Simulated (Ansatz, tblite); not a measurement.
Cost and result up the ladder for CdF2 (the lowest singlet isomer of a short search) (3 atoms). Charge 0, multiplicity 1. Geometry: r2SCAN-D4/def2-TZVP.

```xyz
3

Cd    0.000    0.000    0.000
F     1.795   -0.234   -0.642
F    -1.795    0.234    0.642
```

Ansatz on 2 threads of Arm Neoverse V2 on a shared host; xTB runs through tblite on one thread. Times are rough, summed over both states, and most runs start from the orbitals of an earlier one. CCSD(T)/def2-TZVPP serves as the yardstick here, not as an exact answer. The other state is a quintet at its own geometry.

In the def2 sets Cd takes a core potential; there is no spin–orbit coupling. The xTB rows come from tblite. Correlated methods freeze 2 core orbitals; core or outer-core shells of Cd are correlated, in sets that lack core-valence functions. In the quintet geometry the species has come apart into loosely held pieces. The structure comes from a short search, and lower isomers may exist.

xTB has no spin-polarisation term.

| level | functions | wall time | quintet − singlet (eV) | difference from CCSD(T)/def2-TZVPP (eV) |
| --- | --- | --- | --- | --- |
| GFN1-xTB | 12 | 0.002 s | 14.21 | 3.86 |
| GFN2-xTB | 12 | 0.003 s | 15.48 | 5.14 |
| MP2/def2-TZVP | 102 | 1.6 s | 10.91 | 0.57 |
| revPBE-D4/def2-TZVP | 102 | 3.7 s | 10.60 | 0.25 |
| PBE-D4/def2-TZVP | 102 | 3.8 s | 11.03 | 0.68 |
| BHLYP-D4/def2-TZVP | 102 | 5 s | 9.63 | -0.72 |
| RPA@PBE/def2-TZVP | 102 | 5.4 s | 9.78 | -0.57 |
| B2PLYP/def2-TZVP | 102 | 5.9 s | 10.58 | 0.23 |
| PBE-QIDH/def2-TZVP | 102 | 6 s | 10.24 | -0.11 |
| r2SCANh-D4/def2-TZVP | 102 | 11 s | 10.30 | -0.05 |
| r2SCAN-D4/def2-TZVP (with forces) | 102 | 11 s | 10.57 | 0.22 |
| CCSD(T)/def2-TZVPP | 118 | 25 s | 10.35 | 0.00 |
